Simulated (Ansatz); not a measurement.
AlBr2Cl (`[Cl][Al]([Br])[Br]`), relaxed with RKS PBE-D4/def2-SVP in Ansatz from a rough embedded geometry. The force threshold is 0.03 eV/Å; the program also tests the step.

The species carries charge 0 and has multiplicity 1.

Start:

```xyz
4

Cl    0.297   -0.404   -2.199
Al   -0.022    0.004   -0.048
Br    1.692    1.071    1.172
Br   -1.967   -0.671    1.075
```

```tsv
step	energy (eV)	largest force (eV/Å)	largest move (Å)
1	-159164.8175	1.563	0.000
2	-159165.0644	0.445	0.116
3	-159165.0695	0.030	0.018
```

End:

```xyz
4

Cl    0.256   -0.385   -2.075
Al    0.002   -0.003   -0.030
Br    1.631    1.036    1.113
Br   -1.889   -0.647    0.992
```

It took 8 s on 2 threads of a server CPU on a shared host, with 0.34 GiB of host memory at the peak.
